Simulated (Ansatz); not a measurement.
Ti(Cl)3(OH) (Cl3HOTi), SMILES [OH][Ti]([Cl])([Cl])[Cl], multiplicity 1. Atoms are numbered in the order given.

```xyz
6

Ti     0.0000     0.0001     0.2530
Cl    -1.7870     1.0314    -0.4676
Cl     1.7870     1.0314    -0.4676
Cl     0.0000    -2.0630    -0.4679
O      0.0000     0.0001     1.9811
H      0.0000     0.0000     2.9453
```
Charge 0, spin multiplicity 1.

The structure is a stationary point at r2SCAN-D4/def2-SVP. The multiplicity is an assumed one; no other spin state was optimised. The isomer is the one that the SMILES or the coordinates give; other isomers of the formula were not compared. The values are those of a single conformer.

Two levels are set side by side: PBE-D3(BJ)/def2-SVP (Ansatz, a program for electronic structure) and r2SCAN-D4/def2-SVP (Ansatz). Each level has its own optimised geometry; the coordinates shown are those of the second. Differences are taken from unrounded values.

```json
[
 {"quantity": "mean bond length (Å)", "r2SCAN-D4": "1.850", "PBE-D3(BJ)": "1.857", "PBE-D3(BJ) minus r2SCAN-D4": "0.007"},
 {"quantity": "bond Ti1–Cl2 (Å)", "r2SCAN-D4": "2.185", "PBE-D3(BJ)": "2.192", "PBE-D3(BJ) minus r2SCAN-D4": "0.007"},
 {"quantity": "bond Ti1–Cl3 (Å)", "r2SCAN-D4": "2.185", "PBE-D3(BJ)": "2.192", "PBE-D3(BJ) minus r2SCAN-D4": "0.007"},
 {"quantity": "bond Ti1–Cl4 (Å)", "r2SCAN-D4": "2.185", "PBE-D3(BJ)": "2.192", "PBE-D3(BJ) minus r2SCAN-D4": "0.007"},
 {"quantity": "bond Ti1–O5 (Å)", "r2SCAN-D4": "1.728", "PBE-D3(BJ)": "1.736", "PBE-D3(BJ) minus r2SCAN-D4": "0.007"},
 {"quantity": "bond O5–H6 (Å)", "r2SCAN-D4": "0.964", "PBE-D3(BJ)": "0.971", "PBE-D3(BJ) minus r2SCAN-D4": "0.007"}
]
```

On these quantities the two levels nearly agree.
